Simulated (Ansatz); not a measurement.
# What each rung costs, and what it gives

The pair of CO (SMILES [C-]#[O+], atoms 1–2) and SbH$_{3}$ (SMILES [SbH3], atoms 3–6), both closed shells, in one local arrangement (a lower one may exist), relaxed at PBE0-D4/def2-TZVP:

```xyz
6
angstrom
C 0.7808 0.3833 -3.0890
O -0.0452 0.0841 -2.3883
Sb -0.7683 -0.4837 1.1592
H 0.8307 -0.8869 0.7165
H -0.3048 -0.2621 2.7885
H -0.4931 1.1653 0.8131
```

Interaction energies are counterpoise-corrected; the time is that of the whole pair.

Ansatz 0.2.0; basis: as named in each row; cores frozen in the correlated methods. Filled d shells of the heavier atoms are correlated. Core potentials replace the inner electrons of the atoms past krypton. The def2 sets are not built for correlating such inner shells, so the correlated values are less sure here. B3LYP uses VWN-RPA correlation. Extrapolation: Hartree–Fock as exp(−7.88 √X), correlation as X^−2.97.

Times are rough, for one single point on 2 threads of a shared host (Arm Neoverse V1).

The estimate by CCSD(T) at an estimated basis limit (MP2 extrapolated from triple and quadruple zeta, plus CCSD(T) − MP2 in triple zeta) is -2.7 kJ/mol.

```
   method        basis  time (s)  interaction energy (kJ/mol)  method less estimate
    SPW92     def2-SVP   under 1                         -3.2                  -0.4
   PBE-D4     def2-SVP   under 1                         -3.2                  -0.4
  PBE0-D4     def2-SVP         1                         -3.1                  -0.4
   PBE-D4  def2-TZVPPD         2                         -3.3                  -0.6
revPBE-D4  def2-TZVPPD         2                         -2.4                   0.3
  CCSD(T)     def2-SVP         2                         -0.5                   2.2
  BLYP-D4  def2-TZVPPD         2                         -2.4                   0.4
  PBE0-D4  def2-TZVPPD         3                         -3.2                  -0.4
 B3LYP-D4  def2-TZVPPD         3                         -3.0                  -0.2
 HSE06-D4  def2-TZVPPD         3                         -3.2                  -0.5
r2SCAN-D4  def2-TZVPPD         4                         -2.4                   0.3
  wB97M-V     def2-SVP         4                         -2.7                   0.1
   B2PLYP  def2-TZVPPD         6                         -0.6                   2.2
  wB97X-V  def2-TZVPPD         7                         -3.0                  -0.3
   B97M-V  def2-TZVPPD         8                         -2.9                  -0.1
  wB97M-V  def2-TZVPPD         8                         -2.8                   0.0
      MP2  def2-QZVPPD        12                         -2.7                   0.0
  CCSD(T)  def2-TZVPPD        77                         -2.3                   0.4
```

The T1 diagnostic stays at or below 0.020.
